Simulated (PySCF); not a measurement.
This PySCF input asks for the NMR shieldings of SMILES C=C1[C@@H](B(C)C)[C@H]1B(F)F, C6H10B2F2; the geometry comes from GFN2-xTB.

```python
import basis_set_exchange as bse
import numpy as np
from pyscf import gto, dft
from pyscf.prop import nmr

atoms = """
C     0.680060    0.626894   -2.595985
C     0.902631    0.462080   -1.319653
C     0.587910    0.784294    0.064457
B    -0.758901    0.370405    0.752432
C    -1.813111   -0.541484    0.027940
C    -1.075043    0.987130    2.169566
C     1.693349   -0.266087   -0.303163
B     1.559609   -1.781734   -0.050948
F     2.620188   -2.514378    0.258677
F     0.448847   -2.489301   -0.136095
H    -0.055381    1.332275   -2.946056
H     1.222547    0.074939   -3.345715
H     1.033659    1.705963    0.431823
H    -2.817861   -0.128071    0.099357
H    -1.594035   -0.727594   -1.019843
H    -1.857898   -1.511971    0.520575
H    -1.828610    0.435935    2.726017
H    -0.192924    1.088724    2.798770
H    -1.466069    1.996324    2.032825
H     2.705886    0.106337   -0.168016
"""
names = dict.fromkeys(["C", "B", "F", "H"], "pcSseg-1")
basis = {el: gto.basis.parse(bse.get_basis(n, elements=[el], fmt="nwchem")) for el, n in names.items()}
mol = gto.M(atom=atoms, basis=basis, charge=0, verbose=0)
mf = dft.RKS(mol, xc="PBE0")
mf.grids.level = 2
mf.grids.alignment = dft.numint.BLKSIZE   # the property module wants whole blocks of grid points
mf.conv_tol = 1e-9
mf.kernel()

calc = nmr.RKS(mf)   # GIAO
C = mf.mo_coeff
Co = C[:, mf.mo_occ > 0]
resp = mf.gen_response(singlet=True, hermi=2)
def vind(x):   # induced exchange potential for any number of trial vectors
    d = np.einsum("pi,xij,qj->xpq", C, 2 * x.reshape(-1, C.shape[1], Co.shape[1]), Co, optimize=True)
    return np.einsum("xpq,pi,qj->xij", resp(d - d.transpose(0, 2, 1)), C, Co, optimize=True).ravel()
mo1, _ = nmr.rhf.solve_mo1(calc, with_cphf=vind)
sigma = calc.kernel(mo1)
for i, s in enumerate(sigma):   # ppm
    print("%2d %-2s %9.2f" % (i, mol.atom_pure_symbol(i), np.trace(s) / 3))
```

Q: What are the results?

A: 
```
 0 C      80.94
 1 C      39.74
 2 C     160.35
 3 B      13.18
 4 C     173.86
 5 C     170.96
 6 C     175.55
 7 B      72.76
 8 F     233.18
 9 F     251.40
10 H      26.03
11 H      25.99
12 H      29.73
13 H      30.98
14 H      30.53
15 H      31.05
16 H      30.53
17 H      30.61
18 H      31.06
19 H      30.20
```

These numbers come from an equivalent density-fitted implementation of the same equations, which agrees with the script to about 0.01 ppm for H and up to a few tenths of a ppm for heavy atoms, so last digits may differ.

Size and cost of the density-fitted run: 220 basis functions, 83 s wall time on 1 thread of an Arm Neoverse N1, shared host; peak memory 0.98 GiB.
